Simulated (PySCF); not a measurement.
C₅H₁₁Si, SMILES C([Si](C)(C)[CH2])=C, multiplicity 2.

Coordinates come from a ωB97X-D3(BJ)/def2-SVP optimisation. The isomer is the one that the SMILES or the coordinates give; other isomers of the formula were not compared. Other conformers were not sampled.

Computed with TDA-PBE/def2-SVPD (PySCF).

Vertical excitations. The molecule is in vacuum.

### Question
List the lowest excited states. (The exact figures need the calculation; the answer reports its results.)

### Answer

```
state   energy (eV)  λ (nm)      f                                                                  main pairs
------  -----------  ------  -----  --------------------------------------------------------------------------
root 1         3.33     372  0.006                                                            β HOMO→LUMO 98 %
root 2         3.93     316  0.010                                        α HOMO→LUMO 15 %, β HOMO−1→LUMO 82 %
root 3         4.05     306  0.019  α HOMO→LUMO 59 %, β HOMO−2→LUMO 21 %, β HOMO−1→LUMO 8 %, β HOMO−3→LUMO 6 %
root 4         4.11     301  0.013                                        α HOMO→LUMO 10 %, β HOMO−2→LUMO 76 %
root 5         4.36     284  0.013                                         α HOMO→LUMO 9 %, β HOMO−3→LUMO 85 %
root 6         4.50     275  0.000                                      α HOMO−1→LUMO 43 %, β HOMO→LUMO+1 42 %
```
Unrestricted roots are not spin-pure.
